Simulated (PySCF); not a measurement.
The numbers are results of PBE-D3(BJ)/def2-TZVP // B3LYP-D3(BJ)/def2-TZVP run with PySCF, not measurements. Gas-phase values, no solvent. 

Reference species (SMILES): `[CH3][InH][CH3]` (neutral, multiplicity 1).

```json
{
  "dipole_moment": "0.59 D"
}
```

Changed species: `[CH3][InH2]` (whole molecule; the reference has whole molecule).

Give the shifts of the dipole moment.

the dipole moment goes up by 0.11 D, to 0.70 D.
